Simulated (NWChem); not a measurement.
CH₇BOSi; SMILES CBO[SiH3]

```xyz
11

B     -0.3546     1.0930    -0.0001
H     -1.5670     0.9447    -0.0090
C      0.2804     2.5229     0.0010
H     -0.0999     3.1032     0.8593
H     -0.0535     3.0766    -0.8939
H      1.3794     2.5178     0.0282
O      0.4287    -0.0146     0.0057
Si     0.0800    -1.6564     0.0004
H     -1.3971    -1.8746    -0.0087
H      0.6817    -2.2616     1.2210
H      0.6958    -2.2567    -1.2157
```
Atoms are numbered in this order, from 1.

Level: PBE0/def2-SVP (NWChem), optimised geometry, unscaled harmonic frequencies. 

Question: List the harmonic frequencies with IR intensities, and the thermochemistry.

Answer: 
```json
[
 {"frequency (cm⁻¹)": "70", "IR intensity (km/mol)": "0.8"},
 {"frequency (cm⁻¹)": "96", "IR intensity (km/mol)": "0.9"},
 {"frequency (cm⁻¹)": "123", "IR intensity (km/mol)": "0.5"},
 {"frequency (cm⁻¹)": "148", "IR intensity (km/mol)": "1.8"},
 {"frequency (cm⁻¹)": "361", "IR intensity (km/mol)": "1.1"},
 {"frequency (cm⁻¹)": "645", "IR intensity (km/mol)": "0.6"},
 {"frequency (cm⁻¹)": "677", "IR intensity (km/mol)": "25.5"},
 {"frequency (cm⁻¹)": "726", "IR intensity (km/mol)": "41.1"},
 {"frequency (cm⁻¹)": "732", "IR intensity (km/mol)": "51.7"},
 {"frequency (cm⁻¹)": "888", "IR intensity (km/mol)": "27.5"},
 {"frequency (cm⁻¹)": "944", "IR intensity (km/mol)": "57.5"},
 {"frequency (cm⁻¹)": "951", "IR intensity (km/mol)": "77.6"},
 {"frequency (cm⁻¹)": "969", "IR intensity (km/mol)": "396.8"},
 {"frequency (cm⁻¹)": "988", "IR intensity (km/mol)": "70.4"},
 {"frequency (cm⁻¹)": "1019", "IR intensity (km/mol)": "27.5"},
 {"frequency (cm⁻¹)": "1155", "IR intensity (km/mol)": "21.3"},
 {"frequency (cm⁻¹)": "1296", "IR intensity (km/mol)": "24.9"},
 {"frequency (cm⁻¹)": "1385", "IR intensity (km/mol)": "415.4"},
 {"frequency (cm⁻¹)": "1429", "IR intensity (km/mol)": "4.9"},
 {"frequency (cm⁻¹)": "1450", "IR intensity (km/mol)": "252.1"},
 {"frequency (cm⁻¹)": "2243", "IR intensity (km/mol)": "77.7"},
 {"frequency (cm⁻¹)": "2263", "IR intensity (km/mol)": "96.8"},
 {"frequency (cm⁻¹)": "2264", "IR intensity (km/mol)": "127.6"},
 {"frequency (cm⁻¹)": "2534", "IR intensity (km/mol)": "176.1"},
 {"frequency (cm⁻¹)": "3047", "IR intensity (km/mol)": "0.1"},
 {"frequency (cm⁻¹)": "3127", "IR intensity (km/mol)": "3.9"},
 {"frequency (cm⁻¹)": "3171", "IR intensity (km/mol)": "10.0"}
]
```

```
Property                                                                           Result
-----------------------------------------------------------------------  ----------------
zero-point energy                                                           49.6 kcal/mol
thermal correction to the enthalpy at 298.15 K (with zero-point energy)     54.5 kcal/mol
heat capacity Cv                                                         21.9 cal/(mol K)
entropy at 298.15 K and 1 atm (symmetry number 1)                        80.5 cal/(mol K)
dipole moment                                                                      0.48 D
```

Rigid rotor and harmonic oscillator; modes under 100 cm⁻¹ make the entropy uncertain.
